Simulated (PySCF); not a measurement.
## J couplings in C$_{5}$H$_{10}$N$_{2}$

Molfile (atoms numbered from 1):
```
C5H10N2
     RDKit          3D

 17 17  0  0  0  0  0  0  0  0999 V2000
    2.8197   -0.1818   -0.5385 N   0  0  0  0  0  0  0  0  0  0  0  0
    1.7894    0.7079   -0.5043 N   0  0  0  0  0  0  0  0  0  0  0  0
    0.6032    0.3438   -0.2658 C   0  0  0  0  0  0  0  0  0  0  0  0
    0.0877   -1.0249    0.1276 C   0  0  0  0  0  0  0  0  0  0  0  0
   -1.4322   -0.8569    0.1681 C   0  0  0  0  0  0  0  0  0  0  0  0
   -1.6359    0.6225    0.4980 C   0  0  0  0  0  0  0  0  0  0  0  0
   -0.5386    1.3189   -0.3054 C   0  0  0  0  0  0  0  0  0  0  0  0
    2.7040   -1.0440   -0.0105 H   0  0  0  0  0  0  0  0  0  0  0  0
    3.6948    0.2881   -0.3523 H   0  0  0  0  0  0  0  0  0  0  0  0
    0.4037   -1.7961   -0.5776 H   0  0  0  0  0  0  0  0  0  0  0  0
    0.4781   -1.2912    1.1162 H   0  0  0  0  0  0  0  0  0  0  0  0
   -1.9066   -1.5165    0.8942 H   0  0  0  0  0  0  0  0  0  0  0  0
   -1.8528   -1.0731   -0.8155 H   0  0  0  0  0  0  0  0  0  0  0  0
   -2.6337    0.9738    0.2392 H   0  0  0  0  0  0  0  0  0  0  0  0
   -1.4779    0.7902    1.5652 H   0  0  0  0  0  0  0  0  0  0  0  0
   -0.2536    2.2907    0.0931 H   0  0  0  0  0  0  0  0  0  0  0  0
   -0.8564    1.4605   -1.3417 H   0  0  0  0  0  0  0  0  0  0  0  0
  1  2  1  0
  2  3  2  3
  3  4  1  0
  4  5  1  0
  5  6  1  0
  6  7  1  0
  7  3  1  0
  1  8  1  0
  1  9  1  0
  4 10  1  0
  4 11  1  0
  5 12  1  0
  5 13  1  0
  6 14  1  0
  6 15  1  0
  7 16  1  0
  7 17  1  0
M  END
```

Indirect spin–spin couplings were computed at B3LYP/pcJ-1 (spin–dipole term only in couplings to heteroatoms) (PySCF) on a GFN2-xTB structure, for the isolated molecule, without vibrational or relativistic corrections. Couplings are averaged over pairs made equivalent by symmetry, fast rotation or ring inversion, so a value needn't be that of the named pair in this geometry, while other rotamers aren't included; one pair stands for each set, and the list holds a selection of those of at least 0.8 Hz over up to four bonds.

Isotopes: $^{13}$C, $^{1}$H, $^{15}$N.

```csv
pair,bonds,J (Hz)
"N1, N2",1,-13.9
"N1, H8",1,?
"N2, C3",1,-10.6
"C3, C4",1,?
"C3, C7",1,54.8
"C4, C5",1,35.6
"C4, H10",1,133.5
"C5, C6",1,31.3
"C5, H12",1,?
"C6, C7",1,34.3
"C6, H14",1,135.7
"C7, H16",1,?
"N2, H8",2,-1.8
"C3, C5",2,3.9
"C3, C6",2,3.5
"C3, H10",2,?
"C3, H16",2,-7.5
"C4, C7",2,?
"C5, H10",2,-2.9
"C6, H16",2,?
"N1, C7",3,-3.0
"N2, H16",3,-2.0
"C3, H12",3,?
"C6, H10",3,3.9
"C7, H10",3,2.1
"H12, H15",3,6.9
```

Problem. Estimate the withheld couplings, with signs.

Solution. 
- $^{1}J$(N1,H8) = -82.4 Hz (mean over equivalent pairs that range from -91.2 to -73.5 Hz in this conformer)
- $^{1}J$(C3,C4) = 38.5 Hz (bond length 1.515 Å)
- $^{1}J$(C5,H12) = 135.9 Hz (bond length 1.090 Å, sp3 carbon)
- $^{1}J$(C7,H16) = 137.1 Hz (mean over equivalent pairs that range from 133.3 to 140.9 Hz in this conformer)
- $^{2}J$(C3,H10) = -5.9 Hz (mean over equivalent pairs that range from -7.2 to -4.6 Hz in this conformer)
- $^{2}J$(C4,C7) = 10.6 Hz (angle at C3 110°)
- $^{2}J$(C6,H16) = -2.7 Hz (mean over equivalent pairs that range from -3.6 to -1.8 Hz in this conformer)
- $^{3}J$(C3,H12) = 3.8 Hz (mean over equivalent pairs that range from 0.0 to 7.7 Hz in this conformer)
